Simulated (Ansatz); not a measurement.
Reaction (formal exchange of groups at a Te–Si bond): `N[Si](O)(O)[TeH]` + `CC[SeH]` → `CC([SeH])[TeH]` + `N[SiH](O)O`

Computed with Ansatz on PBE0-D4/def2-TZVP structures; ΔE is electronic, products minus reactants. CBS: MP2 limit from def2 TZ/QZ plus the TZ coupled-cluster correction, frozen cores. This one scheme is used for every species. DFT in def2-TZVPP. HSE06 is defined as in plane-wave codes. Elements past krypton have def2 core potentials. For Se, Te outer-core shells are correlated without core-valence functions, which leaves a few kJ/mol of doubt a bond. Scalar relativity is left out up to krypton. One conformer a species, not always the lowest.

`N[Si](O)(O)[TeH]`:

Cartesian coordinates in Å:
```
N -0.274 -1.226 -0.837
Si 0.240 0.184 -0.041
O -0.699 1.344 -0.716
O 1.854 0.391 -0.218
Te 0.110 0.280 2.455
H 0.087 -2.125 -0.564
H -1.228 -1.286 -1.154
H -0.762 2.165 -0.224
H 2.198 0.262 -1.106
H -1.526 0.012 2.405
```

`CC[SeH]`:

Z-matrix (Å, degrees):
```
C
C 1 1.512
H 1 1.091 2 111.2
H 1 1.095 2 110.4 3 120.3
H 1 1.092 2 111.2 3 -120.1
Se 2 1.958 1 114.0 3 57.4
H 2 1.090 1 112.1 3 -179.9
H 2 1.092 1 111.4 3 -59.4
H 6 1.469 2 95.0 1 63.4
```

`CC([SeH])[TeH]`:

Cartesian coordinates in Å:
```
C -0.190 -0.385 0.958
C 0.373 0.466 -0.156
Se -0.982 1.086 -1.423
Te 1.903 -0.533 -1.298
H -0.693 -1.269 0.562
H 0.606 -0.713 1.632
H -0.921 0.185 1.540
H 0.892 1.343 0.234
H -1.894 1.632 -0.398
H 0.907 -1.811 -1.651
```

`N[SiH](O)O`:

Z-matrix (Å, degrees):
```
Si
O 1 1.639
O 1 1.639 2 116.1
N 1 1.714 2 107.1 3 -119.6
H 1 1.475 2 104.4 3 114.2
H 2 0.959 1 117.1 3 74.9
H 3 0.959 1 117.0 2 -75.2
H 4 1.008 1 119.6 2 171.6
H 4 1.008 1 119.6 2 -46.2
```

```csv
level,ΔE (kcal/mol),difference from CCSD(T)/CBS
BLYP-D4,24.1,0.7
B97M-V,25.6,2.2
PBE0-D4,26.9,3.5
r2SCAN0,27.5,4.1
HSE06,27.1,3.7
MP2/def2-SVP,24.5,1.1
CCSD(T)/def2-SVP,24.7,1.3
HF/def2-TZVPP,27.5,4.1
CCSD/def2-TZVPP,23.8,0.4
CCSD(T)/def2-TZVPP,23.1,-0.3
CCSD(T)/CBS,23.4,0
```

**Question.** What do rigid-rotor, harmonic-oscillator terms from PBE0-D4/def2-TZVP frequencies (298.15 K, 1 bar) make of the CCSD(T)/CBS value? (Best estimate.)

**Answer.** Computed: ΔZPE = -1.6 kcal/mol, ΔH = +21.6 kcal/mol, ΔS = -6 J/(mol·K), ΔG = +22.0 kcal/mol.

Largest T1 diagnostic among the species: 0.011.

From BLYP to BHLYP (50 % exact exchange), in def2-TZVPP and without D4, ΔE moves by +1.7 kcal/mol. At CCSD(T), def2-SVP lies +1.3 kcal/mol from the extrapolated value and def2-TZVPP −0.3 kcal/mol.
